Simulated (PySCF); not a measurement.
## Working out the excitation energy of Ne²⁺

Ne²⁺ [He] 2s2 2p4 (3P) → Ne²⁺ [He] 2s1 2p5 (3P). Calculation: PySCF 2.14, in aug-cc-pVTZ; no relativity, point nucleus. Frozen: 1s2. Energies in hartree (1 hartree = 27.21139 eV):

```
             part  Ne²⁺ (lower)  Ne²⁺ (upper)
              UHF   -126.366558   -125.391055
MP2 opposite-spin     -0.110144     -0.141996
    MP2 same-spin     -0.034927     -0.039274
```

Q: What does Hartree-Fock give?

A: (-125.391055) − (-126.366558) = 0.975503 hartree = 26.545 eV.

Q: What do MP2 and SCS-MP2 (6/5 opposite-spin, 1/3 same-spin) give?

A: The opposite-spin parts differ by -0.867 eV and the same-spin parts by -0.118 eV. MP2: 26.545 + (-0.867) + (-0.118) = 25.560 eV. SCS-MP2: 26.545 + 1.2 × (-0.867) + (-0.118)/3 = 25.465 eV.
